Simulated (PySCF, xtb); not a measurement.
Be2O, SMILES [Be][O][Be] (connectivity only; charge and spin as stated), neutral, multiplicity 1.

GFN2-xTB (xtb) at its own geometry gives an orbital gap of 0.40 eV and a dipole moment of 0.00 D.

Coordinates come from a B3LYP-D3(BJ)/def2-TZVPD optimisation. The geometry has at least one imaginary mode, so it is a saddle point at that level.

Q: What does HF/def2-TZVPD (PySCF) give? (Estimate from the structure and the level; the computed values follow.)

A: gap 3.74 eV (levels -5.69 and -1.95 eV), dipole 0.00 D.
